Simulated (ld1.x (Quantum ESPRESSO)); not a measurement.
## Which change was made? (I, TM)

- Element: I (Z = 53)
- Generator: ld1.x (Quantum ESPRESSO) 7.5
- Type: norm-conserving Troullier–Martins (Kleinman–Bylander form)
- Functional: PBE
- Relativity: scalar-relativistic
- Frozen core: [Kr]
- Valence charge: 17
- Reference configuration: 4d10 5s2 5p5
- Partial waves: 5s (bound): rc 1.55 bohr; 5p (bound): rc 1.50 bohr; 4d (bound): rc 1.35 bohr
- Local potential: the d channel
- Core correction: Bessel-smoothed model core, default radius (core density twice the valence density)

Cutoffs, loose and tight: the cutoffs (Ry, on a coarse ladder) from which the occupation-weighted sum of valence levels, in a spherical-Bessel basis at the reference potential, stays within 10 and 1 mRy of its value at 400 Ry. They do not see the model core or the augmentation charge, which bear on the density cutoff. Test errors are all-electron minus pseudo excitation energies from the reference, over the configurations 4d10 5s2 5p4; 4d10 5s2 5p3; 4d10 5s2 5p2; 4d9 5s2 5p6; 4d10 5s1 5p5; 4d10 5s1 5p6; 4d10 5s2 5p1; variants that change the core or the reference have their own tests.

The base gives: outcome: generated; cutoff, loose: 110 Ry; cutoff, tight: 200 Ry; bound ghosts: s, p; largest test error (meV): -445.

Task: After one change the result is: outcome: failed: run_pseudo: Errors in PS-KS equation. Which change was it?
A. wave 5p (bound): rc 1.50 bohr becomes 5p (bound): rc 1.02 bohr
B. wave 5p (bound): rc 1.50 bohr becomes 5p (bound): rc 1.34 bohr
C. wave 5p (bound): rc 1.50 bohr becomes 5p (bound): rc 1.22 bohr

Result: A. The others give: wave 5p (bound): rc 1.50 bohr becomes 5p (bound): rc 1.34 bohr → outcome: generated; cutoff, loose: 160 Ry; cutoff, tight: 230 Ry; bound ghosts: s, p; largest test error (meV): -515 | wave 5p (bound): rc 1.50 bohr becomes 5p (bound): rc 1.22 bohr → outcome: generated; cutoff, loose: 300 Ry; cutoff, tight: over 300 Ry; bound ghosts: p, s; largest test error (meV): -443.
